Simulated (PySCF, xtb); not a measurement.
SiHBr3, SMILES Br[SiH](Br)Br.

Harmonic wavenumbers (cm⁻¹) from GFN2-xTB run with xtb 6.7.1 at its own minimum, in rising order: 85, 90, 137, 340, 461, 467, 632, 648, 2439.

### Question
What does PBE-D3(BJ)/def2-SVP run with PySCF give at its own minimum? (An estimate is asked for; the answer gives what the named calculation found.)

### Answer
101, 101, 160, 351, 468, 468, 739, 739, 2216. Paired by order, the mean absolute difference is 54 cm⁻¹ and the zero-point energies are 7.6 and 7.6 kcal/mol.
